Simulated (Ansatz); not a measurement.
## Molecular dynamics of FGeH3

The input (input.yaml):

```yaml
crystal:
  periodic: [false, false, false]
  atoms:
    - { symbol: Ge, position_ang: [0.026995, 0.035628, 0.019046] }
    - { symbol: H, position_ang: [-0.04057, 0.222811, 1.55545] }
    - { symbol: H, position_ang: [1.473525, 0.099102, -0.538797] }
    - { symbol: H, position_ang: [-0.740044, 1.304171, -0.457184] }
    - { symbol: F, position_ang: [-0.782478, -1.338135, -0.556504] }
basis:
  gaussian: { orbitals: def2-SVP }
hamiltonian:
  xc: { name: BHLYP }
md:
  timestep: 2.5
  n_steps: 40
  ensemble: nve
  temperature: 1500.0
  initial_velocities: maxwell_boltzmann
  seed: 762824
```

Command:

```bash
$ ansatz run input.yaml --threads 1 --pin off --max-ram 2048MiB --backend cpu --events-out ev --progress --plain --runs-dir out
```

It goes on from the last frame of an earlier run, with new velocities.

Output, in part (one step line in 2, the closing report, with atoms numbered from 0):

```
md step     0: t =     0.00 fs  T =  1500.0 K  F+E_penalty+E_count = -59273.45650185 eV  E_kin = 0.581670 eV  conserved = -59272.87483185 eV  (22 SCF iters)
md step     2: t =     5.00 fs  T =   851.7 K  F+E_penalty+E_count = -59273.18830210 eV  E_kin = 0.330274 eV  conserved = -59272.85802831 eV  (28 SCF iters)
md step     4: t =    10.00 fs  T =   388.3 K  F+E_penalty+E_count = -59272.99035653 eV  E_kin = 0.150566 eV  conserved = -59272.83979063 eV  (26 SCF iters)
md step     6: t =    15.00 fs  T =  1260.0 K  F+E_penalty+E_count = -59273.36259695 eV  E_kin = 0.488592 eV  conserved = -59272.87400519 eV  (28 SCF iters)
md step     8: t =    20.00 fs  T =  1452.5 K  F+E_penalty+E_count = -59273.43533297 eV  E_kin = 0.563265 eV  conserved = -59272.87206749 eV  (30 SCF iters)
md step    10: t =    25.00 fs  T =   673.6 K  F+E_penalty+E_count = -59273.10306978 eV  E_kin = 0.261191 eV  conserved = -59272.84187907 eV  (30 SCF iters)
md step    12: t =    30.00 fs  T =   495.4 K  F+E_penalty+E_count = -59273.05536728 eV  E_kin = 0.192107 eV  conserved = -59272.86325990 eV  (30 SCF iters)
md step    14: t =    35.00 fs  T =   787.2 K  F+E_penalty+E_count = -59273.17394591 eV  E_kin = 0.305258 eV  conserved = -59272.86868758 eV  (29 SCF iters)
md step    16: t =    40.00 fs  T =  1058.7 K  F+E_penalty+E_count = -59273.26174979 eV  E_kin = 0.410538 eV  conserved = -59272.85121216 eV  (29 SCF iters)
md step    18: t =    45.00 fs  T =  1171.7 K  F+E_penalty+E_count = -59273.31731124 eV  E_kin = 0.454372 eV  conserved = -59272.86293956 eV  (28 SCF iters)
md step    20: t =    50.00 fs  T =   991.0 K  F+E_penalty+E_count = -59273.25504380 eV  E_kin = 0.384286 eV  conserved = -59272.87075744 eV  (22 SCF iters)
md step    22: t =    55.00 fs  T =   779.9 K  F+E_penalty+E_count = -59273.15601484 eV  E_kin = 0.302415 eV  conserved = -59272.85360023 eV  (28 SCF iters)
md step    24: t =    60.00 fs  T =  1014.7 K  F+E_penalty+E_count = -59273.25081098 eV  E_kin = 0.393471 eV  conserved = -59272.85733991 eV  (26 SCF iters)
md step    26: t =    65.00 fs  T =  1093.4 K  F+E_penalty+E_count = -59273.29416230 eV  E_kin = 0.424003 eV  conserved = -59272.87015979 eV  (30 SCF iters)
md step    28: t =    70.00 fs  T =   923.1 K  F+E_penalty+E_count = -59273.21875964 eV  E_kin = 0.357972 eV  conserved = -59272.86078795 eV  (29 SCF iters)
md step    30: t =    75.00 fs  T =   780.1 K  F+E_penalty+E_count = -59273.15026951 eV  E_kin = 0.302505 eV  conserved = -59272.84776435 eV  (30 SCF iters)
md step    32: t =    80.00 fs  T =   697.1 K  F+E_penalty+E_count = -59273.13473611 eV  E_kin = 0.270310 eV  conserved = -59272.86442586 eV  (29 SCF iters)
md step    34: t =    85.00 fs  T =   789.2 K  F+E_penalty+E_count = -59273.17045658 eV  E_kin = 0.306038 eV  conserved = -59272.86441850 eV  (30 SCF iters)
md step    36: t =    90.00 fs  T =  1241.2 K  F+E_penalty+E_count = -59273.33273349 eV  E_kin = 0.481293 eV  conserved = -59272.85144002 eV  (29 SCF iters)
md step    38: t =    95.00 fs  T =  1232.1 K  F+E_penalty+E_count = -59273.34165488 eV  E_kin = 0.477782 eV  conserved = -59272.86387304 eV  (26 SCF iters)
md step    40: t =   100.00 fs  T =   568.2 K  F+E_penalty+E_count = -59273.08089716 eV  E_kin = 0.220333 eV  conserved = -59272.86056379 eV  (21 SCF iters)
Total energy: -59273.08103469 eV, -2178.2455512875 hartree
Atom 0 at     0.018254     0.025568     0.006265 Å, force     2.481271     4.830110     2.924763 eV/Å
Atom 1 at     0.099630     0.162183     1.562563 Å, force    -0.484049    -0.430193    -0.283061 eV/Å
Atom 2 at     1.536466    -0.080849    -0.236348 Å, force    -0.314554     0.107738    -0.769076 eV/Å
Atom 3 at    -0.851543     1.249510    -0.410000 Å, force     0.582194    -0.375585    -0.328836 eV/Å
Atom 4 at    -0.753923    -1.284012    -0.526571 Å, force    -2.264862    -4.132070    -1.543791 eV/Å
Dipole moment:     0.147658     0.237522     0.007011 e Å
```

All steps were run. The conserved energy wandered by up to 7.0 meV per atom (net 2.9 meV per atom), which is poor conservation. A step of 2.5 fs is long for free X–H stretches (periods near 10 fs) and can bias their spread and the temperature. A run of 0.1 ps of so small a system gives no equilibrium averages.

The same pairs are bonded in the first frame and the last. Pairs count as bonded within 1.25 times the sum of covalent radii (0.12 Å more for H–H).

Last frame:

```xyz
5
Properties=species:S:1:pos:R:3
Ge 0.018 0.026 0.006
H 0.100 0.162 1.563
H 1.536 -0.081 -0.236
H -0.852 1.250 -0.410
F -0.754 -1.284 -0.527
```

Run time: 51 s on 1 thread of Arm Neoverse V2 (shared host), peak memory 0.11 GiB.
